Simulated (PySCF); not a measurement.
CH₆AlClO₂Si, SMILES [OH][Al]([OH])[CH2][SiH2]Cl. Heavy atoms are numbered as in [SiH2:1]([Cl:2])[CH2:3][Al:4]([OH:5])[OH:6]. Hydrogens are named by the atom that carries them.

Coordinates come from a PBE-D3(BJ)/def2-SVP optimisation. The structure was generated by enumeration; whether it is a known compound was not checked. One conformer was computed; it need not be the lowest.

Level of theory: PBE/pcSseg-1 run with PySCF.

GIAO shieldings, no solvent; atoms alike by connectivity are averaged. δ = σ(ref) − σ: ²⁹Si against TMS (σ = 335.4 ppm); ³⁵Cl against HCl (σ = 936.5 ppm); ¹³C against TMS (σ = 182.0 ppm); ¹⁷O against H2O (σ = 334.3 ppm); ¹H against TMS (σ = 31.49 ppm), references at their B3LYP-D3(BJ)/def2-TZVP geometries, non-relativistic (without spin–orbit terms, shifts of atoms bonded to Cl or Br come out too high).

| nucleus | atoms | count | δ (ppm) |
|---|---|---|---|
| ²⁹Si | Si1 (SiH2) | 1 | -1.7 |
| ³⁵Cl | Cl2 | 1 | 15.5 |
| ¹³C | C3 (CH2) | 1 | -2.7 |
| ¹⁷O | O5 (OH) | 2 | 51.8 |
| ¹H | H on Si1 | 2 | 5.82 |
| ¹H | H on O5 | 2 | 2.17 |
| ¹H | H on C3 | 2 | 0.61 |
